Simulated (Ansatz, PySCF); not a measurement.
System: CClF$_{2}$, charge 0, doublet. CClF2 (SMILES F[C](F)Cl, doublet).
B3LYP-D3(BJ)/def2-TZVP minimum from Ansatz (a quantum-chemistry and plane-wave program):
```xyz
4

F     -0.6757    -0.8668    -1.0511
C     -0.5315    -0.0647    -0.0088
F     -0.7280    -0.7321     1.1165
Cl     0.9307     0.8693    -0.0315
```
Charge 0, spin multiplicity 2.

Atomisation energy term by term, kcal/mol (programs: Ansatz). Open shells are spin-unrestricted; no spin-orbit coupling. Correlated methods leave the cores frozen. Rows without X2C or -DK are non-relativistic. CBS(X,Y): correlation extrapolated as X^-3, Hartree-Fock from the larger set (Q,5: extrapolated as (X+1)exp(-9√X)). A bracket is a step between two methods taken in the basis named. 'core' is core correlation in cc-pwCVTZ (1s frozen past Ne), 'X2C' scalar relativity in cc-pVTZ-DK, both at CCSD(T).

| term | basis | kcal/mol |
|---|---|---|
| Hartree-Fock | CBS(cc-pV(Q+d)Z,cc-pV(5+d)Z) | 195.10 |
| CCSD correlation | CBS(cc-pV(Q+d)Z,cc-pV(5+d)Z) | 102.27 |
| (T) | CBS(cc-pV(Q+d)Z,cc-pV(5+d)Z) | 11.17 |
| CCSDT(Q) - CCSD(T) | cc-pV(D+d)Z | 0.75 |
| core correlation | cc-pwCVTZ | 1.17 |
| scalar relativity | X2C, cc-pVTZ-DK | -0.62 |
| minus zero-point energy | harmonic, PySCF's Hessian at B3LYP-D3(BJ)/def2-TZVP | -6.39 |
| sum: D0 |  | 303.5 |
